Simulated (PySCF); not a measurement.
Electron correlation in Ti (titanium, neutral)

[Ar] 3d2 4s2, high-spin 3F determinant. All numbers are calculated (PySCF 2.14, scalar relativity by spin-free X2C-1e, in x2c-TZVPPall). Frozen: [Ar]; 4 electrons correlated.

```tsv
level	correlation energy (mhartree)
CCSD	-52.49
(T)	-1.80
CCSD(T)	-54.29
```

Diagnostics: T1 = 0.024, D1 = 0.0547, largest double amplitude 0.129.

Cost of the coupled-cluster step: roughly 3 core-seconds, for 4 correlated electrons.

Iterations:

```
CC2 = 0
CCSD nocc = (np.int64(3), np.int64(1)), nmo = (55, 55)
frozen orbitals [[0, 1, 2, 3, 4, 5, 6, 7, 8], [0, 1, 2, 3, 4, 5, 6, 7, 8]]
max_cycle = 100
direct = 0
conv_tol = 1e-08
conv_tol_normt = 1e-06
diis_space = 8
diis_start_cycle = 0
Init t2, MP2 energy = -0.0397369385879164
Init E_corr(UCCSD) = -0.039736938591658
cycle = 1  E_corr(UCCSD) = -0.0470302773851029  dE = -0.00729333879  norm(t1,t2) = 0.0665104
cycle = 2  E_corr(UCCSD) = -0.0498942661138077  dE = -0.00286398873  norm(t1,t2) = 0.0317295
cycle = 3  E_corr(UCCSD) = -0.0523945606994559  dE = -0.00250029459  norm(t1,t2) = 0.0167842
cycle = 4  E_corr(UCCSD) = -0.0524235539624636  dE = -2.8993263e-05  norm(t1,t2) = 0.00312071
cycle = 5  E_corr(UCCSD) = -0.0524639699073811  dE = -4.04159449e-05  norm(t1,t2) = 0.0016387
cycle = 6  E_corr(UCCSD) = -0.0524894501279407  dE = -2.54802206e-05  norm(t1,t2) = 0.000901419
cycle = 7  E_corr(UCCSD) = -0.052481419881558  dE = 8.03024638e-06  norm(t1,t2) = 0.000381666
cycle = 8  E_corr(UCCSD) = -0.0524899095817054  dE = -8.48970015e-06  norm(t1,t2) = 0.000103628
cycle = 9  E_corr(UCCSD) = -0.0524866091984677  dE = 3.30038324e-06  norm(t1,t2) = 4.04683e-05
cycle = 10  E_corr(UCCSD) = -0.0524871717976602  dE = -5.62599192e-07  norm(t1,t2) = 1.98905e-05
cycle = 11  E_corr(UCCSD) = -0.0524871938657527  dE = -2.20680926e-08  norm(t1,t2) = 9.01933e-06
cycle = 12  E_corr(UCCSD) = -0.0524870976498628  dE = 9.621589e-08  norm(t1,t2) = 4.03006e-06
cycle = 13  E_corr(UCCSD) = -0.0524870951441854  dE = 2.50567733e-09  norm(t1,t2) = 1.50364e-06
cycle = 14  E_corr(UCCSD) = -0.0524871050299886  dE = -9.88580315e-09  norm(t1,t2) = 4.43371e-07
UCCSD converged
E(UCCSD) = -852.7917190225803  E_corr = -0.05248710502998857
UCCSD(T) correction = -0.00179810229030598
```
